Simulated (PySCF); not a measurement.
Polarisability and C₆ of Te²⁺ (tellurium, charge +2)

[Kr] 4d10 5s2 5p2, high-spin 3P determinant. Calculation: PySCF 2.14, in aug-cc-pVQZ-DK3 (9s8p6d3f2g, 102 functions); scalar relativity by spin-free X2C-1e. Coupled (time-dependent) response in atomic units; α is the mean over directions.

```json
{"method": "UHF", "mean α (bohr³)": "15.51", "α xx, yy, zz": "15.52, 15.50, 15.50", "C₆ (like pair)": "102.4", "S(−4)": "58.01"}
{"method": "PBE", "mean α (bohr³)": "14.92", "α xx, yy, zz": "14.62, 15.07, 15.07", "C₆ (like pair)": "97.56", "S(−4)": "52.52"}
{"method": "PBE0", "mean α (bohr³)": "14.96", "α xx, yy, zz": "14.77, 15.05, 15.05", "C₆ (like pair)": "97.92", "S(−4)": "52.57"}
```

S(−4) is the Cauchy moment in α(ω) = α(0) + S(−4) ω² + …

Spin-orbit coupling is absent.

α(iu) at PBE:

```
u (hartree)  α(iu) (bohr³)
          0          14.92
     0.0500          14.79
      0.100          14.41
      0.200          13.10
      0.300          11.42
      0.500          8.252
      0.750          5.568
       1.00          3.989
       1.50          2.398
       2.00          1.647
       3.00         0.9445
       5.00         0.4332
```

A single London oscillator, α(iu) = α/(1 + u²/ω²), gives C₆ = (3/4) ω α². Matching the computed C₆ needs ω = 4 × 97.56 / (3 × 14.92²) = 0.584 hartree.

For an ion, C₆ is the dispersion term alone; charge-induced terms of lower order in 1/R come first.

The components differ because the open shell of this determinant is not spherical; for a pure term their mean is the scalar polarisability.
